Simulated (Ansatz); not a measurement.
`BBBr` + HBr → `BrBBr` + BH₃ at 700 K and 1 bar (cleavage of the B–B bond).

Isolated molecules relaxed with PBE0-D4/def2-TZVP in Ansatz; ΔE leaves out vibrations. CBS: MP2 limit from def2 TZ/QZ plus the TZ coupled-cluster correction, frozen cores. This one scheme is used for every species. For Br outer-core shells are correlated without core-valence functions, which leaves a few kJ/mol of doubt a bond. Scalar relativity is left out up to krypton.

```csv
species,CCSD(T)/CBS energy (Eh),H − E (kJ/mol),S (J/(mol·K))
`BBBr`,-2624.69394,133.9,363.3
HBr,-2573.91920,36.5,223.7
`BrBBr`,-5172.09209,73.9,343.5
BH₃,-26.55200,96.5,225.0
```

H − E and S are ideal-gas, rigid-rotor, harmonic terms from PBE0-D4/def2-TZVP. 1 Eh = 2625.50 kJ/mol, R = 8.31446 J/(mol·K).

Task: By hand: ΔE, ΔH, ΔS and ΔG.

Result: ΔE = (-5172.09209) + (-26.55200) − (-2624.69394) − (-2573.91920) = -0.03095 Eh = -81.3 kJ/mol. Δ(H − E) = 73.9 + 96.5 − 133.9 − 36.5 = 0.0, so ΔH = -81.3 kJ/mol. ΔS = 343.5 + 225.0 − 363.3 − 223.7 = -18.5 J/(mol·K). ΔG = -81.3 − 700 × (-18.5)/1000 = -68.3 kJ/mol.

Task: By hand: the equilibrium constant, and the temperature at which ΔG would vanish if ΔH and ΔS stayed fixed.

Result: log₁₀ K = −ΔG/(RT ln 10) = 5.1. ΔG = 0 at ΔH/ΔS = 4395 K, far beyond where these terms or the molecules hold.

ΔH outweighs TΔS. A doubt of 5 kJ/mol in ΔE shifts log₁₀ K by 0.4 here. These are equilibria of isolated gas molecules and say nothing of rates. Largest T1 diagnostic: 0.011 (customary marks: 0.02 for closed shells, 0.045 for open ones).
